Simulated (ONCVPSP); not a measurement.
Which change was made? (Ce, ONCV)

* Element: cerium
* Generator: ONCVPSP 4.0.1
* Type: optimised norm-conserving Vanderbilt (ONCV)
* Functional: PBE
* Relativity: scalar-relativistic
* Frozen core: [Kr] 4d10
* Valence charge: 12
* Reference configuration: 4f1 5s2 5p6 5d1 6s2
* Partial waves: 5s+6s: rc 2.15 bohr, ncon 3, nbas 7, qcut 5.9 1/bohr, 2 projectors; 5p: rc 2.85 bohr, ncon 4, nbas 7, qcut 5.8 1/bohr, 2 projectors, debl 1.2 Ha; 5d: rc 4.00 bohr, ncon 4, nbas 8, qcut 3.6 1/bohr, 3 projectors, debl 2.8 Ha; 4f: rc 1.15 bohr, ncon 5, nbas 9, qcut 16 1/bohr, 2 projectors, debl 1.2 Ha
* Local potential: polynomial inside 0.85 bohr (lpopt 5, dvloc0 1 Ha)
* Core correction: Teter function, fcfact 5.25, rcfact 1.8

Cutoffs, loose and tight: the cutoffs (Ha) at which the residual kinetic energy of the hardest occupied pseudo-wave falls to 1 and 0.1 mHa per electron. They do not see the model core or the augmentation charge, which bear on the density cutoff. Test errors are all-electron minus pseudo excitation energies from the reference, over the configurations 4f1 5s2 5p6 5d1 6s1; 4f1 5s2 5p6 5d1 6s0; 4f1 5s2 5p6 5d0 6s0; 4f1 5s2 5p6 5d1.5 6s1.5; variants that change the core or the reference have their own tests.

The base gives: outcome: generated; cutoff, loose: 104 Ha; cutoff, tight: 115 Ha; bound ghosts: s, p, d; GHOST(+) flags above zero: d; largest test error (meV): -133.

(1) After one change the result is: outcome: generated; cutoff, loose: 104 Ha; cutoff, tight: 115 Ha; bound ghosts: s; GHOST(+) flags above zero: p, d; largest test error (meV): -132. Which change was it?
A. core correction Teter function fitted to the true core (icmod 2), fcfact 0.7
B. local potential polynomial inside 1.15 bohr (lpopt 5, dvloc0 3 Ha)
C. local potential polynomial inside 0.85 bohr (lpopt 5, dvloc0 3.5 Ha)
D. core [Xe] 4f1, valence charge 3; reference 5d1 6s1.75 6p0.25; waves now 6s: rc 2.85 bohr, ncon 4, nbas 8, qcut 2.4 1/bohr, 1 projector; 6p: rc 3.90 bohr, ncon 3, nbas 7, qcut 2.3 1/bohr, 2 projectors, debl 3.5 Ha; 5d: rc 3.85 bohr, ncon 4, nbas 8, qcut 4.3 1/bohr, 2 projectors, debl 1.1 Ha; local potential polynomial inside 2.45 bohr (lpopt 5, dvloc0 0 Ha)

Results:

(1) B. The others give: local potential polynomial inside 0.85 bohr (lpopt 5, dvloc0 3.5 Ha) → outcome: generated; cutoff, loose: 104 Ha; cutoff, tight: 115 Ha; bound ghosts: s, p; GHOST(+) flags above zero: d; largest test error (meV): -130 | core correction Teter function fitted to the true core (icmod 2), fcfact 0.7 → outcome: generated; cutoff, loose: 104 Ha; cutoff, tight: 115 Ha; bound ghosts: s, p, d; GHOST(+) flags above zero: d; largest test error (meV): -101 | core [Xe] 4f1, valence charge 3; reference 5d1 6s1.75 6p0.25; waves now 6s: rc 2.85 bohr, ncon 4, nbas 8, qcut 2.4 1/bohr, 1 projector; 6p: rc 3.90 bohr, ncon 3, nbas 7, qcut 2.3 1/bohr, 2 projectors, debl 3.5 Ha; 5d: rc 3.85 bohr, ncon 4, nbas 8, qcut 4.3 1/bohr, 2 projectors, debl 1.1 Ha; local potential polynomial inside 2.45 bohr (lpopt 5, dvloc0 0 Ha) → outcome: failed: optimize: ERROR ps0norm > uunorm, code will stop.
